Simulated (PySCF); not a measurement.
## Computed NMR parameters against published values

Numbering as in the mapped SMILES `[O:1]=[CH:2][c:3]1[cH:4][cH:5][o:6][cH:7]1` (H(Xn): hydrogen on atom n).

No solvent, relativity neglected, a single conformation. B3LYP/pcSseg-2 with gauge-including orbitals; PBE0-D3(BJ)/def2-SVP geometry; PySCF.

Reference values: estimated from measurements, as parent shift plus tabulated substituent increment (solution, not stated per compound (mostly CDCl3 or CCl4); Pretsch, Buehlmann, Badertscher, Structure Determination of Organic Compounds, 4th ed. (2009)).
```tsv
atoms	quantity	reference	computed	computed, scaled
H(C7)	δ 1H	8.34	8.21	8.02
H(C5)	δ 1H	7.61	7.47	7.29
H(C4)	δ 1H	6.85	6.87	6.72
```

Computed shifts are σ(ref) − σ with the named reference compound (TMS for H and C) calculated as an isolated molecule at the same level. The measured values may be among those fitted. Shieldings were converted by linear fits to measured shifts (mostly CDCl3, TMS scale, for H and C): 1H: δ = 30.47 − 0.969σ (rms 0.18 ppm, 51 shifts). Occasional misses reach two or three times the rms, and more in compound classes unlike the fitted ones.

How far are the unscaled 1H shifts from the references?

## Answers

Mean signed difference -0.08 ppm, mean absolute 0.10 ppm over 3 comparisons; the largest is -0.14 ppm at H(C5) (hydrogen on an aromatic CH next to the ring oxygen).
